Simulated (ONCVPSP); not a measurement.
# hafnium (Hf): excitation energies, all-electron against ONCV

hafnium, optimised norm-conserving Vanderbilt (ONCV), made with ONCVPSP 4.0.1 (PBEsol, scalar-relativistic). Core [Kr] 4d10 4f14, reference 5s2 5p6 5d2 6s1 6p1. Waves: 5s+6s: rc 1.90 bohr, ncon 5, nbas 8, qcut 6.3 1/bohr, 2 projectors; 5p+6p: rc 2.55 bohr, ncon 4, nbas 9, qcut 5.1 1/bohr, 2 projectors; 5d: rc 3.00 bohr, ncon 4, nbas 9, qcut 5.5 1/bohr, 1 projector; f scattering state at 0.06 Ha: rc 3.20 bohr, ncon 3, nbas 6, qcut 3.8 1/bohr, 1 projector. Local part: polynomial inside 1.20 bohr (lpopt 5, dvloc0 2 Ha). Core correction: none.

Energies are relative to the spin-unpolarised reference configuration 5s2 5p6 5d2 6s1 6p1; without spin polarisation the order of configurations can differ from experiment.

| valence configuration | charge | ΔE all-electron (eV) | error AE − PS (meV) |
| --- | --- | --- | --- |
| 5s2 5p6 5d2 6s1 6p0 | +1 | 4.146 | -1.4 |
| 5s2 5p6 5d2 6s0 6p0 | +2 | 18.309 | +1.2 |
| 5s2 5p6 5d2.5 6s1.5 6p0 | 0 | -2.608 | -0.2 |

Task: What are ΔE and the potential's error for 5s2 5p6 5d2 6s2 6p0?

Result: ΔE = -3.863 eV all-electron; the error (AE − PS) is +1.9 meV.
